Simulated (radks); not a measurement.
The numbers below are computed, except where a source is named.
Question: Coherent X-ray form factor from a spherical all-electron density. Code: a radial shooting solver on a logarithmic mesh with Libxc functionals. Model: non-relativistic Kohn-Sham, SCAN, spin-unpolarised, spherical densities, point nucleus; meta-GGA in the generalised Kohn-Sham scheme.

sin(theta)/lambda (1/angstrom),f0 (electrons)
0.05,18.467
0.1,17.213
0.15,15.767
0.2,14.341
0.25,12.971
0.3,11.699
0.4,9.631
0.5,8.255
0.6,7.371
0.8,6.206
1,5.185
1.25,3.983
1.5,3.017
2,1.896

The species is in the configuration that NIST lists as its ground one. Which atom or ion scatters so?

Answer: The calcium ion Ca+, [Ar] 4s1. Extrapolating in s^2 from the first two rows gives f0(0) = 18.9, near the electron count 19; among species with that count, the fall with angle is slower the higher Z, and the table is that of Z = 20; from so few rows the species is fixed only to a neighbour or two.
